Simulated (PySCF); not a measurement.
## Computed structure and properties of [Pm(H2O)2]3+

System: [Pm(H2O)2]3+ (singlet in the valence; each metal's 4f electrons, 4 of them, lie in its core potential, out of spins and levels); start: displaced along the imaginary mode (C1). Method: PySCF 2.14.0, RKS BP86, Pm lcecp-1-SVP with ECP50, O def2-SVP, H def2-SVP; non-relativistic Hamiltonian with scalar-relativistic core potentials where named; density fitting; no spin-orbit coupling.

Input of the relaxation:

```python
mol = gto.M(atom='''
Pm     0.00565    -0.04614     0.00000
O     -0.02151     0.17846     2.33229
H      0.51087     0.79463     2.92539
H     -0.59160    -0.30784     3.00611
O     -0.02221     0.17854    -2.33229
H      0.53230    -0.31047    -3.01738
H     -0.57017     0.79201    -2.91412''',
    basis={'Pm': 'lcecp-1-SVP', 'O': 'def2-SVP', 'H': 'def2-SVP'},
    ecp={'Pm': 'lcecp-1-SVP'},
    charge=3, spin=0)
mf = dft.RKS(mol, xc='B88,P86')
mf.grids.atom_grid = (50, 194)  # f atoms: unpruned, at least (60, 302)
mf = mf.density_fit()  # fitting sets: Pm AutoAux, O def2-universal-JKFIT, H def2-universal-JKFIT
mf.conv_tol = 1e-08; mf.max_cycle = 55
mf.kernel(dm0)  # dm0: converged density of the start geometry
# quasi-Newton relaxation in Cartesian coordinates to a largest gradient under 0.00045 Eh/bohr, steps kept in the point group
```

Run from Python with OMP_NUM_THREADS=2; the lines above give its settings. Where DIIS fails, smearing, a level shift and second-order steps follow.
It took 95 s on 2 threads of Arm Neoverse V1, with other jobs on the host, from the converged density of the start.

Course of the relaxation:

| step | energy above end (eV) | largest force component within the symmetry (eV/Å) |
| --- | --- | --- |
| 0 | 0.2050 | 0.106 |
| 1 | 0.2023 | 0.068 |
| 2 | 0.1992 | 0.175 |
| 3 | 0.1951 | 0.150 |
| 4 | 0.1894 | 0.183 |
| 5 | 0.1811 | 0.226 |
| 6 | 0.1692 | 0.248 |
| 7 | 0.1535 | 0.427 |
| 28 | 0.0012 | 0.190 |
| 29 | 0.0003 | 0.029 |
| 30 | 0.0001 | 0.039 |
| 31 | 0.0001 | 0.051 |
| 32 | 0.0000 | 0.030 |
| 33 | 0.0000 | 0.019 |
(The steps between are left out.)

Relaxed geometry (C1):

```xyz
7

Pm    0.3438   -1.1222    0.0121
O    -0.0638    0.1828    1.8515
H     0.4195    1.0079    2.1635
H    -0.7455    0.0415    2.5775
O     0.0253    0.1611   -1.8561
H     0.2455   -0.0683   -2.8105
H    -0.3815    1.0763   -1.9380
```

```json
{"contact": "Pm1–O2 (H2O)", "Å": "2.292"}
{"contact": "Pm1–O5 (H2O)", "Å": "2.289"}
```

On the finer grid (75, 302):

```yaml
HOMO: -24.51 eV
LUMO: -19.38 eV
Dipole_about_the_centre_of_mass: 3.17 D
Set_of_Mulliken_populations_of_Pm1_outside_the_core_potential: s 2.08, p 6.09, d 0.61, f 0.04
D3_BJ_dispersion_energy_not_in_the_energies: -0.165 eV
```

| atom | Mulliken (e) | Löwdin (e) | spin (e) |
| --- | --- | --- | --- |
| Pm1 | 2.17 | 1.98 | 0.00 |
| O2 | -0.29 | 0.05 | 0.00 |
| H3 | 0.35 | 0.23 | 0.00 |
| H4 | 0.35 | 0.23 | 0.00 |
| O5 | -0.28 | 0.05 | 0.00 |
| H6 | 0.35 | 0.23 | 0.00 |
| H7 | 0.35 | 0.23 | 0.00 |

The 4f levels lie in the core potential and are missing. Their spin isn't counted.

On the grid (50, 194), as all that follows. Harmonic modes: a minimum within the noise of the softest modes; lowest 32 cm⁻¹ (negative: unstable), highest 3385 cm⁻¹, zero-point energy 1.267 eV.

Taking off one H2O (charge 0, singlet; the rest: singlet) in vacuum, both parts rigid, costs 4.20 eV; the small basis without counterpoise inflates it. Parting with an electron moved from the ligand to the metal can be far cheaper, even downhill.

Rigid scan of H2O along the line from its metal, all other atoms held (where the atom bridges, its other bond changes as well):

(distance to O2 (Å), energy (eV)): (1.99, 0.733), (2.09, 0.281), (2.19, 0.061), (2.29, 0.000), (2.39, 0.043), (2.49, 0.153), (2.69, 0.476)

One start shape was tried, so this needn't be the lowest isomer.

An lcecp potential fixes the number of 4f electrons, so in runs with it no electron can move into or out of that shell.
